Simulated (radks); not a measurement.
Species: S2+. Configuration: [Ne] 3s2 3p2.

All-electron calculation, Dirac Kohn-Sham, BLYP, spin-unpolarised, spherical densities, point nucleus; open shells are shared between the two j in proportion to 2j + 1; speed of light set to 102.777 atomic units (0.75 times the physical value, a model run). Program: a radial shooting solver on a logarithmic mesh with Libxc functionals.

Energy parts (eV):
| part | energy |
|---|---|
| total | -10854.200 |
| kinetic | 10953.379 |
| electron-nucleus | -25590.845 |
| Hartree | 4464.830 |
| exchange-correlation | -681.565 |

Orbitals (lengths in bohr, moments of r in powers of bohr; r(90%) holds 90 % of the orbital's charge):
orbital      occ.  eigenvalue (eV)      <r>  r(90%)
1s1/2           2        -2440.056  0.09654   0.173
2s1/2           2        -238.2537   0.4771   0.749
2p1/2           2        -183.8509   0.4386   0.732
2p3/2           4        -181.5808   0.4427   0.738
3s1/2           2         -39.3499    1.572    2.35
3p1/2    0.666667         -27.9734    1.762    2.70
3p3/2     1.33333         -27.7635    1.772    2.71

The highest occupied level is 3p3/2 at -27.764 eV. The density falls to 0.001 e/bohr^3 at r = 3.40 bohr.
